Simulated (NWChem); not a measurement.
# C$_{3}$H$_{6}$O; SMILES C1COC1

```xyz
10

C      0.0000     0.0000     1.0670
C      0.0000     1.0253    -0.0739
O      0.0000     0.0000    -1.0629
C      0.0000    -1.0253    -0.0739
H      0.8945     0.0000     1.7047
H     -0.8945     0.0000     1.7047
H     -0.8952     1.6702    -0.1376
H      0.8952     1.6702    -0.1376
H      0.8952    -1.6702    -0.1376
H     -0.8952    -1.6702    -0.1376
```
Atoms are numbered in this order, from 1.

All runs: NWChem. Pople sets run with spherical d functions. STO-3G and 3-21G are far too small for this property and stand as cheap habits. All runs use the structure optimised with PBE0/def2-SVP. GIAO values for the isolated, static molecule; σ is the absolute isotropic shielding, δ = σ(reference) − σ with the isolated reference molecule computed at the same levels (13C: tetramethylsilane, 1H: tetramethylsilane, 17O: water).

```json
[
 {"level": "Hartree-Fock/6-31G*", "δ C1 (ppm)": "21.7", "δ C2 (ppm)": "62.6", "δ O3 (ppm)": "-19.9", "δ H5 (ppm)": "2.37", "δ H7 (ppm)": "4.42"},
 {"level": "LDA (Slater exchange, VWN5)/pcSseg-1", "δ C1 (ppm)": "21.3", "δ C2 (ppm)": "77.5", "δ O3 (ppm)": "23.8", "δ H5 (ppm)": "2.61", "δ H7 (ppm)": "5.01"},
 {"level": "Hartree-Fock/STO-3G", "δ C1 (ppm)": "?", "δ C2 (ppm)": "?", "δ O3 (ppm)": "?", "δ H5 (ppm)": "?", "δ H7 (ppm)": "?"}
]
```

Some entries are withheld; supply them.


- Hartree-Fock/STO-3G, δ C1 (ppm): 29.1
- Hartree-Fock/STO-3G, δ C2 (ppm): 58.6
- Hartree-Fock/STO-3G, δ O3 (ppm): -27.3
- Hartree-Fock/STO-3G, δ H5 (ppm): 1.46
- Hartree-Fock/STO-3G, δ H7 (ppm): 2.46
